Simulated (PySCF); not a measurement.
CH₅NOZn, SMILES [NH2][Zn][O]C. Geometry: PBE-D3(BJ)/def2-SVP. The structure was generated by enumeration; whether it is a known compound was not checked. Other conformers were not sampled.

Computed equilibrium geometry at PBE-D3(BJ)/def2-SVP (PySCF confirms it by a frequency run) as Cartesian coordinates in Å, and its point group (one conformer of several):
point group Cs.
```xyz
9

Zn     0.0456     0.4070     0.0000
O      0.5373    -1.3101     0.0000
C     -0.3552    -2.3895     0.0000
H     -1.0239    -2.4302    -0.8979
H      0.2235    -3.3434     0.0000
H     -1.0239    -2.4302     0.8979
N     -0.0774     2.2316     0.0000
H     -0.5849     2.5958     0.8187
H     -0.5849     2.5958    -0.8187
```
Charge 0, spin multiplicity 1.
